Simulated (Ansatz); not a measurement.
Geometry optimisation, Ansatz, RKS PBE0-D4/def2-SVP.

Input file:

```yaml
crystal:
  periodic: [false, false, false]
  atoms:
    - { symbol: B, position_ang: [0.0, 0.0, 0.0] }
    - { symbol: F, position_ang: [0.0, 0.0, 1.67] }
    - { symbol: "N", position_ang: [1.3423, 0.0, -0.775] }
    - { symbol: H, position_ang: [1.8089, -0.9179, -1.0268] }
    - { symbol: H, position_ang: [1.7937, 0.9179, -1.0532] }
    - { symbol: Cl, position_ang: [-1.6108, 0.0, -0.93] }
    - { symbol: H, position_ang: [-0.1864, 1.4017, 0.4698] }
    - { symbol: H, position_ang: [-0.1469, 1.1046, 1.3144] }
basis:
  gaussian: { orbitals: def2-SVP }
hamiltonian:
  xc: pbe0
  dispersion: d4
relax:
  f_tol: 0.15
  max_steps: 25
  restrain:
    - { distance: [0, 6], at: 2.39, k: 30.0 }
    - { distance: [7, 1], at: 2.12, k: 30.0 }
    - { distance: [0, 1], at: 1.32, k: 30.0 }
    - { distance: [7, 6], at: 0.66, k: 30.0 }
```

Run as:

```bash
$ ansatz run input.yaml --threads 1 --pin off --max-ram 2048MiB --backend cpu --events-out ev --progress --plain --runs-dir out
```

Question: Where does it end, and by what steps?

Answer: It converged. The restraints hold the end off the free minimum; the threshold counts their pulls, which the force column leaves out. Restrained pairs: B1–H7 (1.49 → 2.40 Å), F2–H8 (1.17 → 2.13 Å), B1–F2 (1.67 → 1.33 Å), H7–H8 (0.90 → 0.72 Å). After 11 steps the energy has fallen by 4.085 eV (the restraints' own energy left out); H5 moved furthest, 1.10 Å.

```csv
step,energy less start (eV),largest force component (eV/Å),accepted
0,0.0000,3.880,yes
1,-0.8720,3.079,yes
2,-1.8294,4.009,yes
3,-2.6618,2.430,yes
4,-3.1827,1.534,yes
5,-3.3617,0.980,yes
6,-3.5842,1.091,yes
7,-3.7853,1.234,yes
8,-3.9396,1.281,yes
9,-4.0632,1.304,yes
10,-4.0812,1.358,yes
11,-4.0848,1.355,yes
```

```xyz
8
Properties=species:S:1:pos:R:3
B 0.020 -0.207 -0.117
F -0.047 -0.629 1.139
N 1.247 -0.082 -0.760
H 2.120 -0.281 -0.289
H 1.331 0.188 -1.729
Cl -1.491 0.102 -0.990
H -0.093 1.943 0.937
H -0.087 1.472 1.478
```

Time of the run: 23 s on 1 thread of Intel(R) Xeon(R) 6975P-C (Granite Rapids), with other jobs on the host, peak memory 0.17 GiB.
